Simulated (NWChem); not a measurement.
System: SnN₂H₄ClF; SMILES [NH2][Sn]([NH2])([F])[Cl]

NWChem input:

```
start job
memory heap 200 mb stack 900 mb global 1100 mb
geometry units angstroms noautoz
  N     -1.612311    -1.153628    -0.830140
  Sn    -0.011662    -0.345443     0.077508
  N      1.705708    -0.825335    -0.845424
  F     -0.127262    -1.030348     1.886228
  Cl    -0.005880     1.987007     0.303321
  H     -1.828315    -0.710631    -1.721747
  H     -2.444343    -1.111866    -0.243251
  H      1.951857    -1.808008    -0.736688
  H      2.488184    -0.257583    -0.524806
end
basis spherical
  * library def2-svp
end
ecp
  Sn library def2-ecp
end
dft
  xc xpbe96 cpbe96
  iterations 150
  mulliken
end
task dft energy
```

Parts of the log:

```
             Northwest Computational Chemistry Package (NWChem) 7.3.0
             --------------------------------------------------------

 C1  symmetry detected

                             Geometry "geometry" -> ""
                             -------------------------

 Output coordinates in angstroms (scale by  1.889725989 to convert to a.u.)

  No.       Tag          Charge          X              Y              Z
 ---- ---------------- ---------- -------------- -------------- --------------
    1 N                    7.0000    -0.87870817    -1.23630681    -1.49938397
    2 Sn                  50.0000     0.02411900    -0.23569628    -0.00849606
    3 N                    7.0000     1.98138959    -0.66569058     0.11662900
    4 F                    9.0000    -0.97934230    -0.76693790     1.56146382
    5 Cl                  17.0000    -0.13145205     2.10155421    -0.07487188
    6 H                    1.0000    -0.62134064    -0.88997429    -2.42225062
    7 H                    1.0000    -1.89408262    -1.20527992    -1.41868664
    8 H                    1.0000     2.15771172    -1.61419124     0.44422031
    9 H                    1.0000     2.48175704    -0.01573923     0.72045231

 Effective nuclear repulsion energy (a.u.)     661.8908212544

 Summary of "ao basis" -> "ao basis" (spherical)
 ------------------------------------------------------------------------------
       Tag                 Description            Shells   Functions and Types
 ---------------- ------------------------------  ------  ---------------------
 N                          def2-svp                 6       14   3s2p1d
 Sn                         def2-svp                10       26   4s4p2d
 F                          def2-svp                 6       14   3s2p1d
 Cl                         def2-svp                 8       18   4s3p1d
 H                          def2-svp                 3        5   2s1p

            General Information
            -------------------
          SCF calculation type: DFT
          Wavefunction type:  closed shell.
          No. of atoms     :     9
          No. of electrons :    66
           Alpha electrons :    33
            Beta electrons :    33
          Charge           :     0
          Spin multiplicity:     1
          Use of symmetry is: off; symmetry adaption is: off
          Maximum number of iterations: 150
          AO basis - number of functions:   106
                     number of shells:    48
          Convergence on energy requested:  1.00D-06
          Convergence on density requested:  1.00D-05
          Convergence on gradient requested:  5.00D-04

              XC Information
              --------------
          PerdewBurkeErnzerhof Exchange Functional  1.000
            Perdew 1991 LDA Correlation Functional  1.000 local
           PerdewBurkeErnz. Correlation Functional  1.000 non-local

             Grid Information
             ----------------
          Grid used for XC integration:  medium
          Radial quadrature: Mura-Knowles
          Angular quadrature: Lebedev.
          Tag              B.-S. Rad. Rad. Pts. Rad. Cut. Ang. Pts.
          ---              ---------- --------- --------- ---------
          N                   0.65       49          11.0       434
          Sn                  1.45      123           9.0       590
          F                   0.50       49          11.0       434
          Cl                  1.00       88          11.0       590
          H                   0.35       45          12.0       434
          Grid pruning is: on
          Number of quadrature shells:   538
          Spatial weights used:  Erf1

      Superposition of Atomic Density Guess
      -------------------------------------

 Sum of atomic energies:        -918.19725279

      Non-variational initial energy
      ------------------------------

 Total energy =    -883.506509
 1-e energy   =   -2015.691875
 2-e energy   =     772.878418
 HOMO         =      -0.358263
 LUMO         =      -0.055975

     ---------------------------------------------
      Total Density - Mulliken Population Analysis
     ---------------------------------------------

    Atom       Charge   Shell Charges
 -----------   ------   -------------------------------------------------------
    1 N    7     7.80   1.99  1.04  0.50  2.50  1.77  0.01
    2 Sn  22    20.16   1.60  0.41  0.76  0.13  3.26  2.73  0.74  0.32  9.77  0.43
    3 N    7     7.80   1.99  1.04  0.50  2.50  1.76  0.01
    4 F    9     9.72   1.99  1.15  0.81  3.54  2.22  0.00
    5 Cl  17    17.49   2.00  1.99  1.23  0.73  5.94  2.15  3.44  0.01
    6 H    1     0.76   0.59  0.12  0.04
    7 H    1     0.76   0.59  0.12  0.04
    8 H    1     0.76   0.59  0.12  0.04
    9 H    1     0.76   0.59  0.12  0.04

   convergence    iter        energy       DeltaE   RMS-Dens  Diis-err
 ---------------- ----- ----------------- --------- --------- ---------
 d= 0,ls=0.0,diis     1   -885.4640453820 -1.24D+03  2.53D-02  1.11D+00
 d= 0,ls=0.0,diis     2   -885.0027803688  4.61D-01  1.62D-02  6.07D+00
 d= 0,ls=0.0,diis     3   -885.5785571360 -5.76D-01  5.19D-03  2.11D-01
 d= 0,ls=0.0,diis     4   -885.5890173129 -1.05D-02  2.38D-03  1.20D-01
 d= 0,ls=0.0,diis     5   -885.6019355434 -1.29D-02  8.21D-04  5.80D-03
  Resetting Diis
 d= 0,ls=0.0,diis     6   -885.6026615750 -7.26D-04  2.32D-04  6.95D-04
 d= 0,ls=0.0,diis     7   -885.6027574504 -9.59D-05  6.61D-05  9.23D-06
 d= 0,ls=0.0,diis     8   -885.6027536888  3.76D-06  4.46D-05  4.34D-05
 d= 0,ls=0.0,diis     9   -885.6027585025 -4.81D-06  7.78D-06  7.98D-07
 d= 0,ls=0.0,diis    10   -885.6027585808 -7.83D-08  2.84D-06  9.38D-08

         Total DFT energy =     -885.602758580809
      One electron energy =    -2019.044297083516
           Coulomb energy =      845.883382626657
    Exchange-Corr. energy =      -71.748792477169
 Nuclear repulsion energy =      359.306948353219

 Numeric. integr. density =       66.000008658812

[...]
```

Level: PBE/def2-SVP with def2 effective core potentials on Sn. All runs use the structure optimised with PBE0/def2-SVP. Not confirmed as a minimum by frequencies. def2 effective core potentials on Sn; no spin-orbit coupling.
